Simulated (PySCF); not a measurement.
# Property card for `P[Si](P)(P)P`

H8P4Si.
Z-matrix (Å and degrees, GFN2-xTB geometry), rows numbered from 1:
```
P 
Si  1  2.2865
P   2  2.2799  1  106.35
P   2  2.2870  1  105.23  3  -118.43
P   2  2.2985  1  117.29  3   117.60
H   1  1.3852  2   93.94  3   -69.13
H   1  1.3860  2   94.13  3  -161.75
H   3  1.3826  2   93.47  1   -68.12
H   3  1.3834  2   93.53  1  -160.77
H   4  1.3862  2   94.21  1   -79.90
H   4  1.3854  2   93.34  1  -172.25
H   5  1.3874  2   93.79  1    44.62
H   5  1.3863  2   93.95  1   -47.96
```

GFN2-xTB geometry:

* Rotational constants A, B, C of the GFN2-xTB geometry: 1.109, 1.070, 1.030 GHz

PBE0/pcSseg-1 ground state and GIAO shieldings, non-relativistic (PySCF):

- Dipole moment: 1.31 D
- HOMO energy: -7.18 eV
- LUMO energy: -0.65 eV
- HOMO–LUMO gap: 6.53 eV
- Lowest Hirshfeld atomic charge: -0.03 e on P5
- Highest Hirshfeld atomic charge: +0.17 e on Si2
- 1H chemical shifts (computed TMS as zero) by class: 1.57 (H6/H7/H8/H9/H10/H11/H12/H13) ppm
- Isotropic shieldings of nuclei other than C and H, by class: 338 (Si2), 560 (P1/P3/P4/P5) ppm
- Mayer bond orders between heavy atoms: P1–Si2 0.96, Si2–P3 0.98, Si2–P4 0.96, Si2–P5 0.94

Monoisotopic mass from the formula: 159.9346 u.

The rotational constants make it an asymmetric top with κ = (2B − A − C)/(A − C) = 0.0, midway between the prolate (−1) and oblate (+1) limits. In atomic units the dipole is 0.51 e·bohr (1 au = 2.5417 D). With B = h/(8π²I), that is 505.379 GHz u Å² over I, the principal moments of inertia are 455.7, 472.5 and 490.9 u Å² (most abundant isotopes); the inertial defect Ic − Ia − Ib is -437.3 u Å² (zero for a rigid planar frame, negative otherwise).

Geometry: GFN2-xTB; no solvent or vibrations. NMR classes are plain means over equivalent atoms (diastereotopic ones count apart unless rotation or inversion swaps them), as if these changed places fast; in this geometry the members of some classes differ.

For the NMR shielding job (PBE0/pcSseg-1), the run took 19 s on one thread of an Arm Neoverse V1, shared host.
